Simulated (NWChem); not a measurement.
# diantimony (Sb2)

SMILES: [Sb]#[Sb]
```xyz
2

Sb     0.0000     0.0000     1.2580
Sb     0.0000     0.0000    -1.2580
```
Charge 0, spin multiplicity 1.

Everything below was run with NWChem. The geometry was optimised at PBE/def2-SVP with def2 effective core potentials on Sb, a minimum by its harmonic frequencies.

Symmetry labels belong to the abelian group D2h used in the runs, with the axes of the coordinates shown; states degenerate in a higher group split over its labels.

Effective core potentials replace the inner electrons of Sb; spin-orbit coupling is left out.

Problem. List the lowest 3 singlet excitations that TD-PBE/def2-SVPD with def2 effective core potentials on Sb gives, with oscillator strengths.

Solution. 
```json
[
 {"state": "1", "symmetry": "au", "energy (eV)": "2.24", "wavelength (nm)": "553", "f": "0.000"},
 {"state": "2", "symmetry": "b1u", "energy (eV)": "2.57", "wavelength (nm)": "483", "f": "0.000"},
 {"state": "3", "symmetry": "au", "energy (eV)": "2.57", "wavelength (nm)": "483", "f": "0.000"}
]
```
